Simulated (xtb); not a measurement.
S2 (SMILES S=S), triplet, at a GFN2-xTB geometry, atoms displaced at random by about 0.05 Å a coordinate; GFN2-xTB with ALPB(ether) (xtb 6.7.1).

Input for xtb:
```
$ xtb mol.xyz --gfn 2 --uhf 2 --opt --alpb ether --json

# file mol.xyz
2

S      0.03389563     0.02577772    -0.92392376
S      0.00038857     0.02982537     0.92827046
```

Task: Predict the main parts of the log of this xtb run.

Result: 
```
   ID    Z sym.   atoms
    1   16 S      1, 2

           -------------------------------------------------
          |                Calculation Setup                |
           -------------------------------------------------

           -------------------------------------------------
          |                 G F N 2 - x T B                 |
           -------------------------------------------------

      * Solvation model:               ALPB
        Solvent                        ether
        Parameter file                 internal GFN2-xTB/ALPB
        Dielectric constant                4.3300E+00
        Reference state                gsolv [1 M gas/solution]
        Free energy shift                  4.9534E-03 Eh       3.1083E+00 kcal/mol
        Temperature                        2.9815E+02 K
        Density                            7.1300E-01 kg/L
        Solvent mass                       7.4120E+01 g/mol
        Interaction kernel             P16
        Born radius scaling (c1)           1.5847E+00
        Born radii integrator          GBOBC
        Born offset                        0.0000E+00 a0       0.0000E+00 AA
        H-bond correction              true
        Ion screening                  false
        Surface tension                    1.0000E-05 Eh       1.5569E+01 dyn/cm
        Grid points                               230 per atom

          ...................................................
          :                      SETUP                      :
          :.................................................:
          :  # basis functions                  20          :
          :  # atomic orbitals                  18          :
          :  # shells                            6          :
          :  # electrons                        12          :
          :  max. iterations                   250          :
          :  Hamiltonian                  GFN2-xTB          :
          :  restarted?                      false          :
          :  GBSA solvation                   true          :
          :  PC potential                    false          :
          :  electronic temp.          300.0000000     K    :
          :  accuracy                    1.0000000          :
          :  -> integral cutoff          0.2500000E+02      :
          :  -> integral neglect         0.1000000E-07      :
          :  -> SCF convergence          0.1000000E-05 Eh   :
[...]
         :: total energy              -6.479812542667 Eh    ::
 * total energy  :    -6.4798125 Eh     change        0.7993606E-14 Eh
 * total energy  :    -6.4812416 Eh     change       -0.1429107E-02 Eh
 * total energy  :    -6.4812479 Eh     change       -0.6224591E-05 Eh
 * total energy  :    -6.4812480 Eh     change       -0.7763724E-07 Eh
   *** GEOMETRY OPTIMIZATION CONVERGED AFTER 4 ITERATIONS ***
         :: total energy              -6.481247951659 Eh    ::
[...]
        12                         -0.0244510              -0.6653
        13                         -0.0177004              -0.4817
        14                         -0.0177004              -0.4817
        15                          0.0126330               0.3438
        16                          0.0696210               1.8945
        17                          0.0696210               1.8945
        18                          0.7154195              19.4676
      -------------------------------------------------------------
                  HL-Gap            0.1421777 Eh            3.8689 eV
             Fermi-level           -0.3635552 Eh           -9.8928 eV

     #   Z          covCN         q      C6AA      α(0)
     1  16 S        0.980     0.000   139.170    19.953
     2  16 S        0.980    -0.000   139.170    19.953

 Mol. C6AA /au·bohr⁶  :        556.681170
 Mol. C8AA /au·bohr⁸  :      27272.478538
 Mol. α(0) /au        :         39.906278

Wiberg/Mayer (AO) data.
largest (>0.10) Wiberg bond orders for each atom

 ---------------------------------------------------------------------------
     #   Z sym  total        # sym  WBO       # sym  WBO       # sym  WBO
 ---------------------------------------------------------------------------
     1  16 S    2.184 --     2 S    2.184
     2  16 S    2.184 --     1 S    2.184
 ---------------------------------------------------------------------------

Topologies differ in total number of bonds
Writing topology from bond orders to xtbtopo.mol

molecular dipole:
                 x           y           z       tot (Debye)
 q only:        0.000      -0.000      -0.000
   full:        0.000       0.000       0.000       0.000
molecular quadrupole (traceless):
                xx          xy          yy          xz          yz          zz
 q only:        0.000       0.000       0.000      -0.000      -0.000      -0.000
  q+dip:        0.988       0.000       0.989       0.054      -0.006      -1.978
   full:        0.808       0.000       0.809       0.044      -0.005      -1.617

optimized geometry written to: xtbopt.xyz

           -------------------------------------------------
          | TOTAL ENERGY               -6.481247951659 Eh   |
          | GRADIENT NORM               0.000188105600 Eh/α |
          | HOMO-LUMO GAP               3.868852632858 eV   |
           -------------------------------------------------

normal termination of xtb
```
